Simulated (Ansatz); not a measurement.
Stepwise reaction of `F[SiH](F)S[SiH2]Cl` with water, as a gas-phase model of exchange steps in deposition or etching. ΔE in kJ/mol.

Program: Ansatz. Geometries: PBE0-D4/def2-TZVP. ΔE: electronic, gas phase. CCSD(T)/CBS adds triple-zeta CCSD(T) − MP2 to the extrapolated MP2 energy (def2 sets, frozen cores). This one scheme is used for every species. DFT in def2-TZVPP. B3LYP here is the variant with VWN-RPA as its local correlation; programs differ in this. Each species was taken in one conformer, which may not be the lowest.

| step | reaction | PBE-D4 | B3LYP-D4 | ωB97M-V | CCSD(T)/CBS |
| --- | --- | --- | --- | --- | --- |
| 1 | `F[SiH](F)S[SiH2]Cl` + H₂O → `O[SiH](F)S[SiH2]Cl` + H–F | 32.1 | 33.8 | 33.8 | 33.4 |

(1) Give the row of step 2, `O[SiH](F)S[SiH2]Cl` + H₂O → `O[SiH](O)S[SiH2]Cl` + H–F. (Estimate.)

(2) By hand: ΔE of the 2 steps together at CCSD(T)/CBS.

Answers

(1) Ansatz gave: 
```
step                                                 reaction  PBE-D4  B3LYP-D4  ωB97M-V  CCSD(T)/CBS
   2  `O[SiH](F)S[SiH2]Cl` + H₂O → `O[SiH](O)S[SiH2]Cl` + H–F    39.0      42.9     42.0         40.5
```

(2) (33.4) + (40.5) = 73.9 kJ/mol, or 37.0 kJ/mol a step.

In ΔE each step is higher than the one before. All are uphill at CCSD(T)/CBS. PBE-D4 differs from CCSD(T)/CBS by -1.5 to -1.3 kJ/mol a step. Isolated molecules leave out the surface, adducts and barriers. Largest T1 diagnostic: 0.011.
